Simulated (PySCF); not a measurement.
C₈H₁₂F₂.
Numbering: `[F:1][C@@H:2]1[CH2:3][CH2:4][C@@:5]([F:6])([CH:7]2[CH2:8][CH2:9]2)[CH2:10]1`

Geometry (GFN2-xTB, Å), atoms numbered from 1 in this order:
```
atom  x, y, z in Å
F1    -3.2285    0.5487    0.6371
C2    -2.2265    0.3550   -0.2964
C3    -1.7952   -1.1123   -0.2808
C4    -0.6748   -1.1607    0.7525
C5     0.0860    0.1560    0.5407
F6     0.6319    0.5715    1.7476
C7     1.2012    0.0201   -0.4761
C8     2.5624   -0.4399   -0.0494
C9     2.3509    0.9821   -0.4715
C10   -0.9886    1.1684    0.0950
H11   -2.6621    0.6648   -1.2520
H12   -1.4253   -1.3917   -1.2671
H13   -2.6320   -1.7593   -0.0234
H14   -1.0910   -1.1556    1.7607
H15   -0.0285   -2.0291    0.6409
H16    0.8342   -0.3188   -1.4370
H17    3.1084   -1.1016   -0.7043
H18    2.7186   -0.6324    1.0006
H19    2.7509    1.3087   -1.4194
H20    2.3646    1.7397    0.2966
H21   -0.6319    1.7847   -0.7285
H22   -1.2351    1.8210    0.9334
```

Definitions: NICS(0) = −σiso at the ring centroid; NICS(1) = −σiso and NICS(1)zz = −σzz at ±1 Å along the ring normal z. Level: GIAO PBE0/pcSseg-1 (PySCF, non-relativistic, gas phase) on the GFN2-xTB geometry, one conformer.

Ring bond lengths (Å), with Mayer bond orders in brackets: C2–C3 1.529 (1.02), C3–C4 1.525 (1.00), C4–C5 1.535 (1.02), C5–C10 1.542 (1.00), C10–C2 1.532 (1.00); C7–C8 1.499 (0.96), C8–C9 1.498 (0.98), C9–C7 1.499 (0.96).

Task: What do the NICS probes read (ppm)?

Result: 
```
           ring                                            type  NICS(0)  NICS(1), two faces  NICS(1)zz, two faces  rms pucker (Å)  centre to ring atoms, mean (Å)
C2–C3–C4–C5–C10  5-membered carbocycle; formal bonds all single     -3.8         -4.5 / -1.5            -3.8 / 0.8            0.16                            1.29
       C7–C8–C9  3-membered carbocycle; formal bonds all single    -43.7         -8.8 / -8.6         -22.5 / -23.4            0.00                            0.87
```

Task: What can be read from them?

Result: 
- C2–C3–C4–C5–C10: mean NICS(1)zz -1.5 ppm, near zero. C2, C3, C4, C5, C10 have four or more neighbours, so the value isn't read as a sign of a π ring current. The two faces differ by 4.6 ppm, so no symmetry operation interchanges them.
- C7–C8–C9: mean NICS(1)zz -23.0 ppm, shielded. C7, C8, C9 have four or more neighbours, and the NICS criterion for π rings isn't applied. NICS(0) lies 35 ppm below the mean NICS(1).

Task: At the second NICS(1) probe listed for ring C7–C8–C9, 1 Å off the ring, what do the in-plane components average?

Result: The isotropic value is a third of the trace: (3 × -8.6 − (-23.4))/2 = -1.2 ppm.

Task: Give the inner angles of the rings and the Hirshfeld charges of the ring atoms.

Result: 
- C2–C3–C4–C5–C10: C2 106.2° (+0.068 e), C3 104.2° (-0.079 e), C4 104.1° (-0.084 e), C5 104.9° (+0.112 e), C10 106.8° (-0.091 e); sum 526.1° against 540° for a flat convex ring.
- C7–C8–C9: C7 60.0° (-0.052 e), C8 60.0° (-0.093 e), C9 60.0° (-0.093 e); sum 180.0° against 180° for a flat convex ring.

Task: How shielded are the nuclei of the rings and their hydrogens (means over atoms taken as equivalent)?

Result: 
```csv
atoms,environment,σ isotropic (ppm),"principal values of the symmetric part, first atom (ppm)"
C2,sp3 C–F carbon,89.7,"57.4, 80.4, 131.4"
C3,ring CH2 carbon,150.3,"127.8, 150.9, 172.2"
C4,ring CH2 carbon,146.8,"122.4, 142.1, 176.0"
C5,sp3 C–F carbon,82.4,"46.9, 72.0, 128.3"
C7,three-membered-ring carbon,164.1,"126.2, 156.7, 209.4"
C8,three-membered-ring carbon,183.0,"160.5, 178.3, 210.2"
C9,three-membered-ring carbon,183.6,"161.0, 178.8, 211.0"
C10,ring CH2 carbon,135.9,"108.7, 135.5, 163.4"
H11,methine hydrogen,26.51,"22.7, 26.8, 30.1"
H12,methylene hydrogen,30.02,"25.7, 28.9, 35.4"
H13,methylene hydrogen,29.48,"25.4, 26.7, 36.2"
H14,methylene hydrogen,29.16,"25.2, 28.0, 34.2"
H15,methylene hydrogen,29.76,"25.1, 29.6, 34.5"
H16,methine hydrogen,31.07,"24.0, 30.9, 38.3"
```

The list is cut; further classes of hydrogen are left out.
